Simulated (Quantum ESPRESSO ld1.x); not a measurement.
Problem. Excited configurations of the erbium ion Er2+: one electron is placed in a higher orbital outside [Xe] 4f11. The ground configuration is [Xe] 4f12. All-electron calculation, Dirac Kohn-Sham, PBEsol, spin-unpolarised, spherical densities, point nucleus; open shells fill j = l - 1/2 first. Program: ld1.x of Quantum ESPRESSO 7.5. Excitation = E - E(ground); binding = E(ion) - E, where the ion is the core of charge +3; n* = 3/sqrt(2 binding) in atomic units, and the quantum defect is n - n*.

outer orbital  excitation (eV)  binding (eV)     n*  quantum defect  eigenvalue (eV)  <r> (bohr)
5d3/2                    5.462        20.147  2.465           2.535          -15.285       2.259
6s1/2                    5.406        20.203  2.462           3.538          -16.959       3.160
7s1/2                   15.337        10.272  3.453           3.547           -8.803       6.138
7p1/2                   16.985         8.624  3.768           3.232           -7.338       7.015

Estimate the row for 7d3/2.

Solution. excitation (eV) 19.636; binding (eV) 5.973; n* 4.528; quantum defect 2.472; eigenvalue (eV) -5.059; <r> (bohr) 9.576. The Delta-SCF ionisation energy is 25.609 eV (NIST Atomic Spectra Database: 22.70 eV, semi-empirical). Self-interaction in the functional shifts the binding energies and quantum defects, so they are the method's values and not measured ones. Spin polarisation and multiplet splitting are left out, so open shells lie too high by an amount that depends on their filling.

Beside tabulated values, note that spin-unpolarised runs miss the spin-polarisation part of the exchange energy of open shells.
